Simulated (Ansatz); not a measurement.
Stepwise reaction of `CO[SiH](N)N` with water, as a gas-phase model of exchange steps in deposition or etching. ΔE in kJ/mol.

Gas-phase electronic energies from Ansatz, PBE0-D4/def2-TZVP geometries. CCSD(T)/CBS is the MP2 limit (def2-TZVPP, def2-QZVPP) plus CCSD(T) − MP2 in def2-TZVPP, frozen cores. This one scheme is used for every species. DFT in def2-TZVPP. B3LYP here is the variant with VWN-RPA as its local correlation; programs differ in this. One conformer a species, not always the lowest.

```csv
step,reaction,PBE-D4,B3LYP-D4,ωB97M-V,CCSD(T)/CBS
1,`CO[SiH](N)N` + H₂O → `CO[SiH](N)O` + NH₃,-41.8,-45.2,-45.1,-43.1
2,`CO[SiH](N)O` + H₂O → `CO[SiH](O)O` + NH₃,-47.0,-50.4,-50.1,-48.0
```

**Question.** By hand: ΔE of the 2 steps together at CCSD(T)/CBS.

**Answer.** (-43.1) + (-48.0) = -91.1 kJ/mol, or -45.5 kJ/mol a step.

In ΔE the steps differ by no more than 4.9 kJ/mol. All are downhill at CCSD(T)/CBS. PBE-D4 differs from CCSD(T)/CBS by 1.0 to 1.3 kJ/mol a step. Isolated molecules leave out the surface, adducts and barriers. Largest T1 diagnostic: 0.011.
